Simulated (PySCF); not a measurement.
Work out the structure from these simulated measurements.

Elements present: C, F, H, S and Si. Monoisotopic mass: 156.0241 u.

| Quantity | Value |
| --- | --- |
| NMR, other nuclei | isotropic shieldings of nuclei other than C and H, by class: 292 (1 F), 318 (1 F), 422 (1 Si), 493 (1 S) ppm [GIAO PBE0/pcSseg-1] |
| Rotational structure | rotational constants A, B, C: 2.783, 0.662, 0.619 GHz [GFN2-xTB] |
| Dipole | 0.85 D [PBE0/pcSseg-1] |
| 1H NMR | chemical shifts (computed TMS as zero) by class: 6.49 (1 H), 3.94 (3 H), 2.69 (1 H), 1.99 (1 H), 1.95 (1 H), 1.55 (3 H) ppm [GIAO PBE0/pcSseg-1] |
| 13C NMR | chemical shifts (computed TMS as zero) by class: 126.0 (1 C), 49.5 (1 C), 11.2 (1 C), 9.3 (1 C) ppm [GIAO PBE0/pcSseg-1] |

Electronic properties: PySCF, gas phase, density fitting. Levels stand in brackets. Geometry: GFN2-xTB, one conformer, isolated molecule. NMR classes are plain means over equivalent atoms (diastereotopic ones count apart unless rotation or inversion swaps them), as if these changed places fast.

Question: Which formula fits the mass and the elements?

Answer: C4H10F2SSi (calculated 156.0241). No other formula that holds each of these elements comes within 0.0003 u with a fitting electron parity and a possible valence count.

Question: Propose a structure and show how it fits.

Answer: Numbering: `[CH3:1][C@H:2]([S:3][CH2:4][SiH3:5])[CH:6]([F:7])[F:8]`. Its formula, C4H10F2SSi, gives 0 degrees of unsaturation, so no ring and no π bond. 4 carbons fall into 4 classes; from least to most shielded: CHF2 carbon [C6] (126.0 ppm), sp3 carbon bound to sulfur [C2] (49.5 ppm), methyl carbon [C1] (11.2 ppm), sp3 carbon bound to sulfur [C4] (9.3 ppm). Hydrogen classes from least to most shielded: 1 H on a CHF2 carbon, C6 (6.49 ppm), 3 H on an SiH3 silicon, Si5 (3.94 ppm), 1 H on an sp3 carbon bound to sulfur, C2 (2.69 ppm), 1 H on an sp3 carbon bound to sulfur, C4 (1.99 ppm), 1 H on an sp3 carbon bound to sulfur, C4 (1.95 ppm), 3 H on a methyl carbon, C1 (1.55 ppm, a mean of values up to 0.7 ppm apart in this geometry). The other shieldings belong to: 292 ppm, fluorine of a CF2 group [F8]; 318 ppm, fluorine of a CF2 group [F7]; 422 ppm, SiH3 silicon [Si5]; 493 ppm, sulfide sulfur [S3]. The optimised geometry has point group C1 and is an asymmetric top. Structure: `C[C@H](SC[SiH3])C(F)F`. Computed isomers that give other values at the same levels: `CS[C@@](C)([SiH3])C(F)F` (13C chemical shifts (computed TMS as zero) by class: 126.0 (1 C), 43.5 (1 C), 20.9 (1 C), 16.0 (1 C) ppm); `C[SiH2]S[C@H](C)C(F)F` (13C chemical shifts (computed TMS as zero) by class: 127.0 (1 C), 45.5 (1 C), 20.6 (1 C), -2.6 (1 C) ppm); `CSC(F)(F)[SiH](C)C` (13C chemical shifts (computed TMS as zero) by class: 142.1 (1 C), 12.2 (1 C), -6.0 (2 C) ppm). The assignments are read from this structure; whether some other isomer fits the data as well wasn't checked. The mirror image fits equally.

The values belong to the conformer `[CH3:1][C@H:2]([S:3][CH2:4][SiH3:5])[CH:6]([F:7])[F:8]`: C1–C2–S3–C4 -65°, C2–S3–C4–Si5 169°, C1–C2–C6–F7 45°.
